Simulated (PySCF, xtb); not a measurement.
SiBrCl₂, SMILES Cl[Si](Cl)Br, multiplicity 2.

Harmonic wavenumbers (cm⁻¹) from GFN2-xTB (xtb) at its own minimum, in rising order: 111, 120, 185, 362, 477, 507.

**Question.** What does B3LYP-D3(BJ)/def2-SVP (PySCF) give at its own minimum? (Estimate from the structure and the level; the computed values follow.)

**Answer.** 131, 142, 209, 392, 527, 572. Paired by order, the mean absolute difference is 35 cm⁻¹ and the zero-point energies are 2.5 and 2.8 kcal/mol.
